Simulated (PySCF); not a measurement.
## C₆ coefficients of unlike pairs at PBE

Calculated with PySCF 2.14 from the dipole response of each species, C₆(A,B) = (3/π) ∫ α_A(iu) α_B(iu) du, in atomic units, from isotropic polarisabilities. For ions this is the dispersion term alone; charge-induced terms of lower order in 1/R come first.

```csv
species,configuration,basis,relativity,α (bohr³),C₆ (like pair)
Si(2+),[Ne] 3s2 (1S),dyall-av3z (19s12p3d2f),spin-free X2C,11.55,39.21
O,[He] 2s2 2p4 (3P),def2-QZVPPD (8s5p4d2f1g),none,5.885,17.92
Be(2+),1s2 (1S),aug-cc-pCVQZ (9s8p6d4f2g),none,0.05508,0.01198
Mn(3+),[Ar] 3d4 (5D),"x2c-QZVPPall with one added diffuse shell each of s, p, d, f, g type (12s8p6d5f3g)",spin-free X2C,2.078,5.140
```

Question: Estimate C₆ for Be(2+) with O.

Answer: The integral gives 0.3244. The combination rule 2 C_A C_B / (C_A α_B/α_A + C_B α_A/α_B) gives 0.2965 and the geometric mean 0.4633.

No spin-orbit coupling is included.

The other pairs:

```tsv
pair	C₆
Be(2+), Si(2+)	0.3615
Mn(3+), Be(2+)	0.2216
Mn(3+), Si(2+)	11.23
O, Si(2+)	25.24
Mn(3+), O	8.933
```
